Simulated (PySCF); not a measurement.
A calculated (PBE, PySCF 2.14, aug-cc-pV(Q+d)Z, the non-relativistic Hamiltonian (point nucleus)) atom or ion has these occupied shells.

```tsv
shell	electrons	orbital energy (eV)	rms radius, mean of both spins (bohr)
1s α	1	-2410.5	0.113
1s β	1	-2410.1	0.113
2s α	1	-222.20	0.524
2s β	1	-221.76	0.524
2p α	3	-168.42	0.495
2p β	3	-167.83	0.495
3s α	1	-28.706	1.77
3s β	1	-25.267	1.77
3p α	3	-17.925	2.03
```

Name the element and its charge.

S⁺ (sulfur, charge +1), in [Ne] 3s2 3p3, high-spin 4S determinant.
